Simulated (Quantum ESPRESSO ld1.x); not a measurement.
Q: The mean radii <r> (bohr) of the occupied orbitals of an atom or ion are listed with their occupations. All-electron calculation, Dirac Kohn-Sham, Slater X-alpha with alpha = 1, spin-unpolarised, spherical densities, point nucleus. Program: ld1.x of Quantum ESPRESSO 7.5.

orbital  occ.      <r>
1s1/2       2  0.01684
2s1/2       2  0.07025
2p1/2       2  0.05776
2p3/2       4  0.06630
3s1/2       2   0.1825
3p1/2       2   0.1726
3p3/2       4   0.1883
3d3/2       4   0.1637
3d5/2       6   0.1685
4s1/2       2   0.4042
4p1/2       2   0.4060
4p3/2       4   0.4395
4d3/2       4   0.4463
4d5/2       6   0.4572
4f5/2       6   0.4805
4f7/2       8   0.4870
5p1/2       2   0.9670
5p3/2       4    1.054
5d3/2       4    1.313
5d5/2       6    1.352
5f5/2       2    5.655

Name the element and its charge. Open shells, if any, fill j = l - 1/2 first.

A: Z = 79, gold, charge +1: Au+ in [Kr] 4d10 4f14 5p6 5d10 5f2. The 1s radius gives Z: for a bare nucleus <r> = (2 gamma + 1)/(2Z) with gamma = sqrt(1 - (Z/c)^2), 0.01667 bohr for Z = 79, and screening makes it slightly larger (0.01684 here). The occupations add up to 78, and the charge is Z minus that.
